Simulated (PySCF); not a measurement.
CH3Cl2Si, SMILES C[Si](Cl)Cl, multiplicity 2. Coordinates come from a PBE0-D3(BJ)/def2-SVP optimisation. The isomer is the one that the SMILES or the coordinates give; other isomers of the formula were not compared.

The numbers are results of PBE0-D3(BJ)/def2-SVP (PySCF), not measurements.

Harmonic wavenumbers (cm⁻¹): 151, 169, 179, 236, 490, 569, 715, 773, 798, 1245, 1412, 1417, 3057, 3171, 3185. Rotational constants (GHz): 4.405, 2.357, 1.647; symmetry number 1.

Task: Work out the zero-point energy and the ideal-gas rigid-rotor harmonic-oscillator thermochemistry at 298.15 K and 1 atm.

Result: ZPE = ½ Σ hcν = ½ × 17567 cm⁻¹ = 105.08 kJ/mol. H − E(el) = 123.03 kJ/mol. Entropy in J/(mol K): translation 167.82, rotation 114.36, vibration 47.12, spin 5.76, total 335.06. G − E(el) = 23.14 kJ/mol. Cp = 84.87 J/(mol K).
